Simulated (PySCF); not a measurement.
Dipole response of Al⁻ (aluminium, charge -1)

[Ne] 3s2 3p2, high-spin 3P determinant. Calculation: PySCF 2.14, in dyall-av3z (19s12p3d2f, 84 functions); the non-relativistic Hamiltonian (point nucleus). Coupled (time-dependent) response in atomic units; α is the mean over directions.

| method | mean α (bohr³) | α xx, yy, zz | C₆ (like pair) | S(−4) |
| --- | --- | --- | --- | --- |
| UHF | 335.3 | 156.4, 424.8, 424.8 | 6100 | 112600 |

S(−4) is the Cauchy moment in α(ω) = α(0) + S(−4) ω² + …

α(iu) at UHF:

```csv
u (hartree),α(iu) (bohr³)
0,335.3
0.0500,208.5
0.100,124.4
0.200,57.24
0.300,31.92
0.500,13.75
0.750,6.659
1.00,3.919
1.50,1.846
2.00,1.086
3.00,0.5205
5.00,0.2080
```

For an ion, C₆ is the dispersion term alone; charge-induced terms of lower order in 1/R come first.

The components differ because the open shell of this determinant is not spherical; for a pure term their mean is the scalar polarisability.
